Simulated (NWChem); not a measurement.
System: C$_{4}$H$_{9}$O, doublet; SMILES C[CH]COC

```xyz
14

C      0.7119    -2.0197     0.0927
C     -0.5744    -1.3510    -0.2586
C     -0.8066     0.0946     0.0234
O      0.3561     0.8478    -0.2856
C      0.2221     2.2117     0.0407
H      0.7693    -2.2637     1.1699
H      1.5643    -1.3692    -0.1286
H      0.8368    -2.9626    -0.4517
H     -1.4510    -1.9580    -0.4717
H     -1.0628     0.2525     1.0956
H     -1.6728     0.4660    -0.5535
H      0.0292     2.3593     1.1166
H      1.1640     2.7015    -0.2211
H     -0.5963     2.6901    -0.5227
```
Atoms are numbered in this order, from 1.

Level: B3LYP/6-31G* (spherical d), spin-unrestricted (NWChem), optimised geometry, unscaled harmonic frequencies. 

```tsv
frequency (cm⁻¹)	IR intensity (km/mol)
76	3.7
92	1.5
132	1.8
225	0.6
236	3.7
354	5.5
403	14.9
573	1.5
893	3.9
945	3.7
958	25.0
1027	7.9
1118	35.6
1148	26.0
1181	93.2
1192	8.0
1230	33.2
1270	6.6
1398	8.1
1422	13.8
1441	23.7
1501	3.5
1505	6.6
1514	5.1
1519	4.2
1524	7.7
1546	2.4
2858	70.2
2957	40.2
2969	56.9
2984	80.1
3023	74.3
3077	24.5
3127	12.7
3134	33.2
3189	26.1
```

```
Quantity                                                                                              Value
-----------------------------------------------------------------------------------------  ----------------
zero-point energy                                                                             76.8 kcal/mol
thermal correction to the enthalpy at 298.15 K (with zero-point energy)                       81.9 kcal/mol
heat capacity Cv                                                                           23.2 cal/(mol K)
entropy at 298.15 K and 1 atm (symmetry number 1, electronic part: spin degeneracy alone)  83.6 cal/(mol K)
dipole moment                                                                                        1.16 D
```

Rigid rotor and harmonic oscillator; modes under 100 cm⁻¹ make the entropy uncertain.
